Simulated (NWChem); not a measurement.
System: WHSO2Cl; SMILES [S]=[W]([Cl])([OH])=[O]

The following NWChem deck was run.

```
start job
memory heap 200 mb stack 900 mb global 1100 mb
geometry units angstroms noautoz
  W      0.240421     0.065475     0.080953
  O      0.880501     0.125978     1.646951
  S     -1.106476     1.702765    -0.134302
  Cl    -0.903215    -1.885257    -0.175172
  O      1.647672     0.246942    -1.130955
  H      1.740399     0.835378    -1.889631
end
basis spherical
  * library def2-svp
end
ecp
  W library def2-ecp
end
dft
  xc b3lyp
  grid xcoarse
  iterations 150
  mulliken
end
task dft gradient
```

Parts of the log:

```
             Northwest Computational Chemistry Package (NWChem) 7.3.0
             --------------------------------------------------------

 C1  symmetry detected

                             Geometry "geometry" -> ""
                             -------------------------

 Output coordinates in angstroms (scale by  1.889725989 to convert to a.u.)

  No.       Tag          Charge          X              Y              Z
 ---- ---------------- ---------- -------------- -------------- --------------
    1 W                   74.0000     0.18239717     0.05992066     0.04684801
    2 O                    8.0000     0.87755281     0.23234942     1.58071232
    3 S                   16.0000    -1.38044124     1.49852804    -0.12382623
    4 Cl                  17.0000    -0.69910377    -2.03028984    -0.13435585
    5 O                    8.0000     1.49722158     0.40701467    -1.23095054
    6 H                    1.0000     1.47623854     0.98943726    -1.99957798

 Effective nuclear repulsion energy (a.u.)    1102.0397038832

                                 NWChem DFT Module
                                 -----------------

 Summary of "ao basis" -> "ao basis" (spherical)
 ------------------------------------------------------------------------------
       Tag                 Description            Shells   Functions and Types
 ---------------- ------------------------------  ------  ---------------------
 W                          def2-svp                12       32   6s3p2d1f
 O                          def2-svp                 6       14   3s2p1d
 S                          def2-svp                 8       18   4s3p1d
 Cl                         def2-svp                 8       18   4s3p1d
 H                          def2-svp                 3        5   2s1p

            General Information
            -------------------
          SCF calculation type: DFT
          Wavefunction type:  closed shell.
          No. of atoms     :     6
          No. of electrons :    64
           Alpha electrons :    32
            Beta electrons :    32
          Charge           :     0
          Spin multiplicity:     1
          Use of symmetry is: off; symmetry adaption is: off
          Maximum number of iterations: 150
          AO basis - number of functions:   101
                     number of shells:    43
          Convergence on energy requested:  1.00D-06
          Convergence on density requested:  1.00D-05
          Convergence on gradient requested:  5.00D-04

              XC Information
              --------------
                         B3LYP Method XC Potential
                     Hartree-Fock (Exact) Exchange  0.200
                        Slater Exchange Functional  0.800 local
                    Becke 1988 Exchange Functional  0.720 non-local
              Lee-Yang-Parr Correlation Functional  0.810
                  VWN I RPA Correlation Functional  0.190 local

             Grid Information
             ----------------
          Grid used for XC integration:  xcoarse
          Radial quadrature: Mura-Knowles
          Angular quadrature: Lebedev.
          Tag              B.-S. Rad. Rad. Pts. Rad. Cut. Ang. Pts.
          ---              ---------- --------- --------- ---------
          W                   1.35       84           8.0       194
          O                   0.60       21          10.0       194
          S                   1.00       42           9.0       194
          Cl                  1.00       42          10.0       194
          H                   0.35       21          10.0       194
          Grid pruning is: on
          Number of quadrature shells:   231
          Spatial weights used:  Erf1

      Superposition of Atomic Density Guess
      -------------------------------------

 Sum of atomic energies:       -1079.72904089

      Non-variational initial energy
      ------------------------------

 Total energy =   -1073.159175
 1-e energy   =   -2156.404448
 2-e energy   =     755.189914
 HOMO         =      -0.341510
 LUMO         =      -0.009640

     ---------------------------------------------
      Total Density - Mulliken Population Analysis
     ---------------------------------------------

    Atom       Charge   Shell Charges
 -----------   ------   -------------------------------------------------------
    1 W   14    11.21   0.04 -0.35  1.79  0.54  0.42  0.06  5.48  0.59  0.17  1.91  0.42  0.14
    2 O    8     9.04   1.99  1.16  0.74  3.17  1.97  0.01
    3 S   16    16.87   2.00  1.99  1.24  0.69  5.94  1.94  3.04  0.02
    4 Cl  17    17.45   2.00  1.99  1.22  0.73  5.94  2.17  3.38  0.01
    5 O    8     8.80   1.99  1.10  0.66  3.09  1.95  0.00
    6 H    1     0.63   0.51  0.06  0.06

   convergence    iter        energy       DeltaE   RMS-Dens  Diis-err
 ---------------- ----- ----------------- --------- --------- ---------
 d= 0,ls=0.0,diis     1  -1075.8912124183 -1.40D+03  5.75D-02  3.93D+00
 d= 0,ls=0.0,diis     2  -1067.9708497842  7.92D+00  4.89D-02  5.90D+01
 d= 0,ls=0.0,diis     3  -1076.1476371742 -8.18D+00  1.14D-02  2.27D+00
 d= 0,ls=0.0,diis     4  -1076.3366518076 -1.89D-01  5.51D-03  5.69D-01
 d= 0,ls=0.0,diis     5  -1076.3724762381 -3.58D-02  3.42D-03  1.55D-01
  Resetting Diis
 d= 0,ls=0.0,diis     6  -1076.3948883854 -2.24D-02  8.36D-04  1.10D-02
 d= 0,ls=0.0,diis     7  -1076.3957868923 -8.99D-04  1.19D-03  2.85D-03
 d= 0,ls=0.0,diis     8  -1076.3941769371  1.61D-03  8.85D-04  1.62D-02
 d= 0,ls=0.0,diis     9  -1076.3959943864 -1.82D-03  2.36D-04  1.41D-03
 d= 0,ls=0.0,diis    10  -1076.3961640546 -1.70D-04  2.64D-05  1.14D-05
 d= 0,ls=0.0,diis    11  -1076.3961651945 -1.14D-06  1.11D-05  1.24D-06
 d= 0,ls=0.0,diis    12  -1076.3961653137 -1.19D-07  4.92D-06  4.60D-07

         Total DFT energy =    -1076.396165313661
      One electron energy =    -2159.170152642725
           Coulomb energy =      833.826682115127
    Exchange-Corr. energy =      -79.108053949755
 Nuclear repulsion energy =      328.055359163692

 Numeric. integr. density =       63.999430621531

                       DFT Final Molecular Orbital Analysis
                       ------------------------------------

 Vector   30  Occ=2.000000D+00  E=-3.421576D-01
              MO Center= -7.7D-01,  8.1D-01,  5.9D-02, r^2= 3.8D+00
   Bfn.  Coefficient  Atom+Function         Bfn.  Coefficient  Atom+Function
  ----- ------------  ---------------      ----- ------------  ---------------
    58     -0.299037  3 S  py                57      0.291723  3 S  px
    16     -0.262170  1 W  d -2              55     -0.242252  3 S  py
    54      0.233921  3 S  px                 3     -0.222692  1 W  s
     5      0.209784  1 W  s                 36     -0.179115  2 O  px
    75     -0.178054  4 Cl px                49     -0.154104  3 S  s

 Vector   31  Occ=2.000000D+00  E=-3.060649D-01
              MO Center= -9.0D-01,  6.8D-01, -1.1D-01, r^2= 3.5D+00
   Bfn.  Coefficient  Atom+Function         Bfn.  Coefficient  Atom+Function
  ----- ------------  ---------------      ----- ------------  ---------------
    57      0.329882  3 S  px                75     -0.289600  4 Cl px
    20     -0.277355  1 W  d  2              58      0.261927  3 S  py
    54      0.251937  3 S  px                55      0.209909  3 S  py
    59     -0.209763  3 S  pz                72     -0.199237  4 Cl px
    56     -0.164605  3 S  pz                51      0.143463  3 S  px

 Vector   32  Occ=2.000000D+00  E=-2.826150D-01
              MO Center= -8.6D-01,  1.1D+00,  1.6D-01, r^2= 3.0D+00
   Bfn.  Coefficient  Atom+Function         Bfn.  Coefficient  Atom+Function
  ----- ------------  ---------------      ----- ------------  ---------------
    59      0.469947  3 S  pz                56      0.353629  3 S  pz
    58      0.255641  3 S  py                37     -0.212035  2 O  py
    53      0.200109  3 S  pz                55      0.178425  3 S  py
    38     -0.159982  2 O  pz                40     -0.158927  2 O  py
    41     -0.124528  2 O  pz                36      0.121890  2 O  px

 Vector   33  Occ=0.000000D+00  E=-1.058288D-01
              MO Center= -2.2D-01,  4.2D-01, -4.3D-02, r^2= 3.0D+00
   Bfn.  Coefficient  Atom+Function         Bfn.  Coefficient  Atom+Function
  ----- ------------  ---------------      ----- ------------  ---------------
    20      0.654644  1 W  d  2              17      0.444368  1 W  d -1
    58      0.314682  3 S  py                57      0.249151  3 S  px
    85     -0.213217  5 O  s                 59     -0.207484  3 S  pz
    55      0.169007  3 S  py                25      0.162674  1 W  d  2
    75      0.160538  4 Cl px                98      0.149748  6 H  s

[...]

                         DFT ENERGY GRADIENTS

    atom               coordinates                        gradient
                 x          y          z           x          y          z
   1 W       0.344681   0.113234   0.088530    0.002641   0.003947  -0.003328
   2 O       1.658334   0.439077   2.987113   -0.003480  -0.000928  -0.007359
   3 S      -2.608656   2.831807  -0.233998    0.007418  -0.006852   0.000877
   4 Cl     -1.321115  -3.836691  -0.253896    0.002479   0.006307   0.000679
   5 O       2.829339   0.769146  -2.326159   -0.008652  -0.000317   0.006229
   6 H       2.789686   1.869765  -3.778654   -0.000406  -0.002158   0.002903
```

Level: B3LYP/def2-SVP with def2 effective core potentials on W. All runs use the structure optimised with PBE0/def2-SVP. def2 effective core potentials on W; no spin-orbit coupling.
